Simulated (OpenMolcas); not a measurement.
**Ni4+, Pd4+, Pt4+: d⁶ down the group**

```
Program             : OpenMolcas 26.06
Method              : CASSCF
Basis               : ANO-RCC-VTZP
Scalar Hamiltonian  : DKH2, point nucleus
Spin-orbit coupling : state interaction with AMFI integrals over the reference wave functions, term energies averaged over their components
```

Active space for each ion: 6 electrons in 5 orbitals (d).

Computed levels in cm-1 above ⁵D₄:

```csv
Level,Ni4+,Pd4+,Pt4+
⁵D₃,852,2041,7529
⁵D₂,1444,3187,7214
⁵D₁,1822,3955,11270
⁵D₀,2008,4318,11664
³H₆,29556,22063,23716
³H₅,29980,22602,23793
³F₃(1),34282,25780,28477
³F₂(1),34657,26703,29623
³P₁(1),34708,28954,45392
weight of ⁵D in the lowest level (%),100,98,83
```

Mixed levels, with the weight of the term that names them: Pt4+ ⁵D₂ (65 %), Pt4+ ³H₅ (54 %), Pt4+ ³F₃(1) (53 %), Pt4+ ³F₂(1) (73 %), Pt4+ ³P₁(1) (68 %).

Measured, with the error of the calculation in %. Measured levels: Ni4+ from Corliss and Sugar, J. Phys. Chem. Ref. Data 10, 197 (1981).

```tsv
Level	Ni4+
⁵D₃	890 (-4.2)
⁵D₂	1490 (-3.1)
⁵D₁	1872 (-2.6)
⁵D₀	2058 (-2.4)
³H₆	27111 (+9.0)
³H₅	27578 (+8.7)
³F₃(1)	29571 (+15.9)
³F₂(1)	29899 (+15.9)
³P₁(1)	28698 (+20.9)
```

The fine-structure level ⁵D₀ changes by a factor of 5.81 from Ni4+ to Pt4+.

Without spin-orbit coupling ³H lies 29138, 21075, 19410 cm-1 above ⁵D in that order; the difference to the level ³H₆, of either sign, comes from spin-orbit coupling, which also lowers the zero.

Without dynamic correlation excited terms often stand tens of per cent too high (terms of higher spin than the ground term too low), and those without a measured partner can miss by more than the paired ones. Terms from blocks run as CI alone lack orbitals of their own. Measured partners are found by configuration, term and J. A level has none where our copy of the source lacks it or the pairing is in doubt (some pairs that miss far off the trend of their configuration count as doubtful), and it then counts in no deviation. Levels of configurations outside the active space are missing.

A number in round brackets counts repeated terms of one configuration in the order of the reference energies.
